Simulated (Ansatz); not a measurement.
**Related reaction energies, level by level**

Each structure stands at its B3LYP-D3(BJ)/def2-TZVP stationary point, reached from a drawn start (curvature not checked).

(1), HF (SMILES F) (charge 0, multiplicity 1):
```xyz
2

H      0.0000     0.0000    -0.4622
F      0.0000     0.0000     0.4622
```

(2): F atom, charge 0, multiplicity 2.

(3): H atom, charge 0, multiplicity 2.

(4), HCl (SMILES Cl) (charge 0, multiplicity 1):
```xyz
2

H      0.0000     0.0000    -0.6410
Cl     0.0000     0.0000     0.6410
```

(5): Cl atom, charge 0, multiplicity 2.

(6), H2O (SMILES O) (charge 0, multiplicity 1):
```xyz
3

O      0.00000     0.00000     0.38961
H      0.00000     0.76499    -0.19486
H      0.00000    -0.76499    -0.19486
```

(7), OH (SMILES [OH]) (charge 0, multiplicity 2, Z-matrix in Å and degrees):
```
O
H 1 0.9767
```

```csv
step,quantity,PBE/def2-TZVPP (kcal/mol),r2SCAN/def2-TZVPP (kcal/mol),PBE0/def2-TZVPP (kcal/mol),wB97M-V/def2-TZVPP (kcal/mol)
(1) → (2) + (3),reaction energy,141.02,137.47,136.04,138.88
(4) → (5) + (3),reaction energy,106.28,106.05,104.79,107.21
(6) → (3) + (7),reaction energy,123.73,120.90,120.86,123.90
```

Right side less left side. No zero-point or thermal terms; singlets are restricted closed shells; open shells are unrestricted; no spin–orbit coupling.

Run with Ansatz (Gaussian basis) for Hartree–Fock, density functionals and correlated methods. All values are computed, each at the level named.

At wB97M-V/def2-TZVPP the steps run from 107.21 ((4) → (5) + (3)) to 138.88 kcal/mol ((1) → (2) + (3)); 0 of 3 are downhill as written. PBE/def2-TZVPP, r2SCAN/def2-TZVPP, PBE0/def2-TZVPP give the same order. No level here is sure enough to rank the others by; between PBE/def2-TZVPP and wB97M-V/def2-TZVPP the widest gap is 2.14 kcal/mol, for (1) → (2) + (3).

The steps were written down ahead of the runs, not picked by their results: 3 of 3 stand here.

Ansatz is an electronic-structure program.
